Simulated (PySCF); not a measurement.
Al(Cl)(Et)(NH2) (C2H7AlClN), SMILES [CH2](C)[Al]([NH2])[Cl]. Atoms are numbered in the order given.

```xyz
12

Al     0.3018     0.3688     0.2764
Cl    -1.7688     0.0224     0.6433
C      1.1106    -0.2428    -1.4044
C      0.6137    -1.6093    -1.9077
H      2.2174    -0.2389    -1.2889
H      0.8969     0.5426    -2.1656
H     -0.4903    -1.6288    -2.0166
H      0.8792    -2.4285    -1.2072
H      1.0470    -1.8743    -2.8956
N      1.1857     1.2223     1.5631
H      0.7667     1.5604     2.4324
H      2.1826     1.4480     1.5429
```
Charge 0, spin multiplicity 1.

The structure is a stationary point at PBE-D3(BJ)/def2-SVP. The structure was generated by enumeration; whether it is a known compound was not checked. One conformer was computed; it need not be the lowest.

Two levels are set side by side: PBE/pcSseg-1 (PySCF) and PBE0/pcSseg-1 (PySCF). GIAO shifts against HCl (³⁵Cl), NH3 (¹⁵N), TMS (¹H), TMS (¹³C) at the same level; non-relativistic, no solvent, atoms listed together averaged. Without spin–orbit terms, shifts of atoms bonded to Cl or Br come out too high at both levels. Differences are taken from unrounded values.

```json
[
 {"quantity": "δ(³⁵Cl) of Cl2 (ppm)", "PBE0": "-25.9", "PBE": "-10.2", "PBE minus PBE0": "15.7"},
 {"quantity": "δ(¹³C) of C3 (ppm)", "PBE0": "3.8", "PBE": "5.8", "PBE minus PBE0": "2.0"},
 {"quantity": "δ(¹³C) of C4 (ppm)", "PBE0": "13.6", "PBE": "14.5", "PBE minus PBE0": "0.9"},
 {"quantity": "δ(¹⁵N) of N10 (ppm)", "PBE0": "41.1", "PBE": "48.5", "PBE minus PBE0": "7.4"}
]
```

Rough cost on one machine, each run with all the roots and properties that it gave: PBE0 against PBE within a factor of 2.
